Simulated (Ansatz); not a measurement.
isobutene (C$_{4}$H$_{8}$), singlet, at a GFN2-xTB geometry; MP2/6-31G** in Ansatz (a first-principles code).

The Ansatz input:
Ansatz 0.2 input:
```yaml
crystal:
  periodic: [false, false, false]
  atoms:
    - {symbol: C, position_ang: [-0.00358310, -0.00726810, 1.44953113]}
    - {symbol: C, position_ang: [-0.00031404, -0.00063701, 0.12704302]}
    - {symbol: H, position_ang: [-0.00279626, 0.90390212, 2.02374365]}
    - {symbol: H, position_ang: [-0.00718605, -0.92415062, 2.01456675]}
    - {symbol: C, position_ang: [0.00471228, 1.26727735, -0.67219236]}
    - {symbol: H, position_ang: [0.00522655, 2.14004904, -0.02485143]}
    - {symbol: H, position_ang: [0.88583506, 1.30548006, -1.31233657]}
    - {symbol: H, position_ang: [-0.87305594, 1.30972549, -1.31666310]}
    - {symbol: C, position_ang: [-0.00135772, -1.26047284, -0.68488177]}
    - {symbol: H, position_ang: [-0.00505058, -2.13969210, -0.04633590]}
    - {symbol: H, position_ang: [-0.87930414, -1.29223249, -1.32972503]}
    - {symbol: H, position_ang: [0.87958687, -1.29647792, -1.32539850]}
basis:
  gaussian:
    orbitals: 6-31G__.json
magnetization: {spin_polarized: false}
correlation: {method: mp2}
```
The basis file holds 6-31G** in the JSON format of the Basis Set Exchange.

Question: Write the output that Ansatz gives for this input, abridged.

Answer: 
```
Functional definition: HF
1000 factors; integrals over basis functions are off by at most 1.4e-3 eV
mean field evaluation 1: about -4246.0485 eV, gradient 2.8e1 eV
mean field evaluation 2: about -4246.0562 eV, gradient 2.8e1 eV
mean field evaluation 4: about -4248.3164 eV, gradient 2.5e0 eV
mean field evaluation 8: about -4248.3388 eV, gradient 8.2e-5 eV
mean field -4248.33878243 eV, -156.1235706268 hartree, gradient 2.5e-6 eV, S^2 0.000000; 0 other end points of the search recorded, 0 dependent functions left out
4 core orbitals not correlated
reference -4248.33878243 eV, -156.1235706268 hartree; 12, 12 occupied and 84, 84 virtual orbitals, 1000 factors
second order -15.45137104 eV of doubles, -0.00000000 eV of singles
Total energy: -4263.79015347 eV, -156.6913980392 hartree
```
